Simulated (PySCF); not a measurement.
**Spinor energies of Rh²³⁺ (rhodium, charge +23)**

Start: [Ar] 3d4; 3d3/2 filled at m_j = -3/2, -1/2, +1/2, +3/2. Calculated with PySCF 2.14 in an even-tempered Gaussian basis (16 s from 3 bohr⁻², ratio 2.8; 12 p from 3.8 bohr⁻², ratio 2.8; 8 d from 3.8 bohr⁻², ratio 2.8; 3 f from 13 bohr⁻², ratio 3): generalised Hartree-Fock with the X2C-1e Hamiltonian and a Gaussian nucleus; one run each with spin-orbit coupling (SO) switched off, then screened by Boettger's factors.

| spinor shell | electrons | ε, spin-free (eV) | ε, screened SO (eV) | weight of nominal j (screened SO) | rms radius, screened SO (bohr) |
| --- | --- | --- | --- | --- | --- |
| 1s1/2 | 2 | -24247.4 | -24245.4 | 1.000 | 0.0374 |
| 2s1/2 | 2 | -4353.7 | -4352.8 | 1.000 | 0.153 |
| 2p1/2 | 2 | -3990.8 | -4095.7 | 0.997 | 0.133 |
| 2p3/2 | 4 | -3990.8 | -3941.1 | 0.998 | 0.137 |
| 3s1/2 | 2 | -1419.1 | -1418.8 | 1.000 | 0.390 |
| 3p1/2 | 2 | -1293.3 | -1324.9 | 0.909 | 0.381 |
| 3p3/2 | 4 | -1293.3 | -1278.1 | 0.955 | 0.391 |
| 3d3/2 | 4 | -1136.0 | -1136.3 | 0.742 | 0.352 |

```tsv
quantity	spin-free	screened SO
E (hartree)	-4473.51947	-4474.44959
M_J	0	0
⟨J²⟩	4.002	2.098
⟨L²⟩	6.001	5.007
⟨S²⟩	6.000	5.004
```

The determinant has a definite M_J but mixes levels of different J.

Each row is a mean over spinors that exchange with the open shell spreads, by up to 19.488 eV (3s1/2).

Rows whose weight is well below 1 are mixtures of j = l ± 1/2: exchange outweighs spin-orbit coupling there, and the label is only the starting occupation.

Breit and QED terms are absent; they matter most for the inner s and p1/2 levels.

Densities and radii are taken from the X2C orbitals without a picture-change correction, which distorts them close to the nucleus.

Without spin-orbit coupling the j labels of p, d and f shells carry no meaning; the spin-free column gives the mean over the occupied spinors of each nl shell, and its ⟨J²⟩ belongs to a mixture of degenerate components.
